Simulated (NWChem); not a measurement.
GaH₃O; SMILES [OH][GaH2]

Results from NWChem. The geometry was optimised at PBE0/def2-SVP. Ions are spin-unrestricted doublets at the neutral geometry; other ion states weren't tried.

For level PBE/def2-SVP:

```yaml
vertical ionisation energy, ΔSCF (eV): 10.55
"−ε(HOMO) (eV)": 6.98
```

Question: How do the values read with level B3LYP/def2-SVP instead?

Answer: 
* **vertical ionisation energy, ΔSCF (eV)**: 10.88
* **−ε(HOMO) (eV)**: 8.17
